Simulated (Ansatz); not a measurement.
Born–Oppenheimer molecular dynamics of FGeH3O2 (7 atoms, charge 0, multiplicity 1). It starts at the highest image of a converged band. Of that band: Neighbouring images differ by up to 1.6 eV, so the band resolves the path poorly. A vibrational analysis at the climbing image gives one clearly imaginary mode, 1085i cm⁻¹: a first-order saddle point.

Level of theory: RKS PBE/def2-SVP (Ansatz 0.2.0).

* ensemble: NVE (velocity Verlet)
* time step: 0.5 fs
* steps asked: 200
* starting velocities drawn for: 100 K
* seed: 8862

Frames 2.5 fs apart, positions in Å.

Velocities at 20 fs (Å/ps):

```
Ge -3.08 0.48 1.29
H 55.50 -2.42 19.45
F 8.76 -0.42 -2.50
O 0.51 -0.10 -1.56
H -1.30 7.54 -6.56
O 0.76 -1.64 -1.83
H -17.27 -4.13 -4.92
```

```xyz
7
Properties=species:S:1:pos:R:3 time_fs=20 energy_less_start_eV=-0.271 T=520
Ge -0.379 0.074 0.540
H 1.460 0.036 1.168
F 1.639 -0.127 0.288
O -0.893 1.505 -0.405
H -1.269 1.246 -1.291
O -1.103 -1.264 -0.428
H -1.131 -2.086 0.098
7
Properties=species:S:1:pos:R:3 time_fs=22.5 energy_less_start_eV=-0.458 T=807
Ge -0.388 0.076 0.543
H 1.601 0.038 1.269
F 1.664 -0.129 0.278
O -0.892 1.504 -0.411
H -1.266 1.270 -1.289
O -1.101 -1.268 -0.434
H -1.171 -2.093 0.084
7
Properties=species:S:1:pos:R:3 time_fs=25 energy_less_start_eV=-0.426 T=761
Ge -0.399 0.077 0.549
H 1.741 0.031 1.306
F 1.696 -0.131 0.270
O -0.891 1.504 -0.420
H -1.261 1.294 -1.283
O -1.100 -1.273 -0.442
H -1.205 -2.095 0.070
7
Properties=species:S:1:pos:R:3 time_fs=27.5 energy_less_start_eV=-0.674 T=1138
Ge -0.411 0.079 0.555
H 1.863 0.001 1.190
F 1.734 -0.132 0.268
O -0.888 1.505 -0.428
H -1.271 1.305 -1.310
O -1.099 -1.278 -0.451
H -1.231 -2.096 0.060
7
Properties=species:S:1:pos:R:3 time_fs=30 energy_less_start_eV=-0.643 T=1095
Ge -0.424 0.080 0.563
H 1.992 -0.022 1.113
F 1.775 -0.134 0.262
O -0.885 1.505 -0.437
H -1.278 1.311 -1.330
O -1.097 -1.281 -0.462
H -1.249 -2.095 0.056
7
Properties=species:S:1:pos:R:3 time_fs=32.5 energy_less_start_eV=-0.721 T=1215
Ge -0.438 0.081 0.571
H 2.151 -0.023 1.191
F 1.818 -0.137 0.246
O -0.881 1.506 -0.450
H -1.271 1.314 -1.318
O -1.096 -1.284 -0.475
H -1.256 -2.089 0.054
7
Properties=species:S:1:pos:R:3 time_fs=35 energy_less_start_eV=-0.775 T=1299
Ge -0.454 0.083 0.580
H 2.258 -0.035 1.155
F 1.866 -0.140 0.236
O -0.877 1.506 -0.463
H -1.270 1.303 -1.322
O -1.095 -1.286 -0.488
H -1.255 -2.080 0.054
7
Properties=species:S:1:pos:R:3 time_fs=37.5 energy_less_start_eV=-0.787 T=1318
Ge -0.470 0.084 0.590
H 2.311 -0.058 1.010
F 1.919 -0.143 0.230
O -0.872 1.506 -0.474
H -1.279 1.277 -1.349
O -1.094 -1.286 -0.501
H -1.246 -2.074 0.056
7
Properties=species:S:1:pos:R:3 time_fs=40 energy_less_start_eV=-0.934 T=1540
Ge -0.486 0.085 0.599
H 2.437 -0.061 1.023
F 1.969 -0.147 0.215
O -0.866 1.506 -0.486
H -1.273 1.247 -1.350
O -1.092 -1.284 -0.514
H -1.231 -2.068 0.056
7
Properties=species:S:1:pos:R:3 time_fs=42.5 energy_less_start_eV=-0.782 T=1312
Ge -0.504 0.086 0.608
H 2.566 -0.060 1.061
F 2.020 -0.151 0.198
O -0.860 1.503 -0.499
H -1.256 1.215 -1.331
O -1.089 -1.280 -0.526
H -1.209 -2.062 0.048
7
Properties=species:S:1:pos:R:3 time_fs=45 energy_less_start_eV=-0.967 T=1590
Ge -0.522 0.087 0.617
H 2.595 -0.072 0.955
F 2.076 -0.154 0.188
O -0.853 1.499 -0.510
H -1.249 1.168 -1.340
O -1.086 -1.273 -0.535
H -1.184 -2.061 0.034
7
Properties=species:S:1:pos:R:3 time_fs=47.5 energy_less_start_eV=-0.862 T=1434
Ge -0.540 0.088 0.625
H 2.643 -0.077 0.884
F 2.131 -0.158 0.175
O -0.845 1.493 -0.519
H -1.242 1.118 -1.355
O -1.083 -1.264 -0.544
H -1.156 -2.068 0.012
```

Of the whole run (100 fs, mean temperature of the second half 1304 K): The conserved energy stayed within 0.58 meV per atom of its start (net change -0.5 meV per atom), so the integration is sound. The kinetic energy rose, since the run started high on the potential surface and went downhill. It ends in pieces (FH + GeH2O2), so much of that is their flight and rotation, not heat. A run of 0.1 ps of so small a system gives no equilibrium averages. The orbitals stay closed-shell, which can raise the energy where a bond breaks towards radicals; this wasn't checked here.

Time of the run: 5.2 min on 2 threads of Arm Neoverse V1, with other jobs on the host, peak memory 0.12 GiB.
